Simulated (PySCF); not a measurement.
**Bond curve of TeN⁺**

Set-up: PySCF, scalar-relativistic core potentials, basis sets Te cc-pVDZ-PP with ECP28, N cc-pVDZ. Energies in eV from Te⁺ + N in their ground configurations at the same level. All curves are PBE0. state 1: ¹Σ⁺ (singlet), closed shell; state 2: Ms = 1 determinant of mixed spin (⟨S²⟩ near 2.5), unpaired electrons π ↑↑, a mixture of terms (⟨Lz²⟩ = 2.0), a second solution, started from another occupation; state 3: ⁵Σ⁺ (quintet), unpaired electrons π ↑↑↑↑, a second solution, started from another occupation.

| R (Å) | state 1 | state 2 | state 3 |
| --- | --- | --- | --- |
| 1.568 | -0.892 | 2.9014 | 6.4591 |
| 1.641 | -1.893 | 1.3251 | 4.2636 |
| 1.714 | -2.387 | 0.2930 | 2.6644 |
| 1.768 | -2.517 | -0.2153 | 1.7646 |
| 1.823 | -2.534 | -0.5525 | 1.0675 |
| 1.878 | -2.489 | -0.7643 | 0.5344 |
| 1.951 | -2.365 | -0.9135 | 0.0261 |
| 2.042 | -2.149 | -0.9550 | -0.3632 |
| 2.151 | -1.848 | -0.8690 | -0.5745 |
| 2.297 | -1.448 | -0.6308 | -0.5803 |

Task: Put a parabola through the three lowest points of the state 2 curve and estimate Re, k and ωe (reduced mass 12.64 u; 1 eV/Å² = 0.16022 mdyn/Å; ωe = 1302.8·√(k/μ) cm⁻¹).

Result: Through R = 1.951, 2.042, 2.151 Å the second-order coefficient is 6.23 eV/Å², so Re ≈ 2.033 Å, k ≈ 1.99 mdyn/Å and ωe ≈ 518 cm⁻¹. A polynomial fit of higher order to the unrounded PBE0 energies gives Re = 2.025 Å, k = 2.16 mdyn/Å, ωe = 538 cm⁻¹; anharmonicity and rounding make the difference.

The higher-order fit for each curve: state 2: Re = 2.025 Å, ωe = 538 cm⁻¹, minimum 0.96 eV below the ground-state fragments. State 1 gave no clean fit. State 3 gave no clean fit.

⟨S²⟩ is raised (TeN⁺ 0.24), so spin contamination touches these numbers. ⟨S²⟩ of the unrestricted solution departs from its pure value on part of the curve, where spin states mix. Spin–orbit coupling is left out, which matters for elements this heavy, above all for dissociation energies. For an ion De counts to the pair picked by the measured ionisation energies or electron affinities, which need not be the lowest pair at this level.
